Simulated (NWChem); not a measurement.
System: CH4F2OSi; SMILES C[Si](O)(F)F

NWChem input:

```
start job
memory heap 200 mb stack 900 mb global 1100 mb
geometry units angstroms noautosym nocenter noautoz
  C      0.385112    -1.794719     0.002306
  Si    -0.012099     0.010018    -0.000543
  O     -1.641426     0.209305    -0.008400
  F      0.638584     0.751656    -1.270388
  F      0.626474     0.754570     1.273711
  H     -0.034199    -2.281550     0.888894
  H      1.467870    -1.957555     0.002266
  H     -0.034289    -2.283180    -0.883388
  H     -1.984878     1.113727    -0.009359
end
basis spherical
  * library 6-31g*
end
dft
  xc b3lyp
  iterations 150
end
cosmo
  do_cosmo_smd true
  solvent toluene
end
task dft energy
```

Structure relaxed at the B3LYP/6-31G* (spherical d) level. Solvent: toluene.

Level: B3LYP/6-31G* with SMD (1 M gas to 1 M solution), gas-phase geometry. Reactions with the solvent are ignored.

### Question
What results follow from this input? (B3LYP/6-31G* (spherical d), SMD on the gas-phase geometry.) Quantities: solvation free energy (kcal/mol); cavity-dispersion-structure term (kcal/mol); dipole in solution (D).

### Answer
| Quantity | Result |
|---|---|
| solvation free energy (kcal/mol) | -3.2 |
| cavity-dispersion-structure term (kcal/mol) | -0.4 |
| dipole in solution (D) | 1.04 |
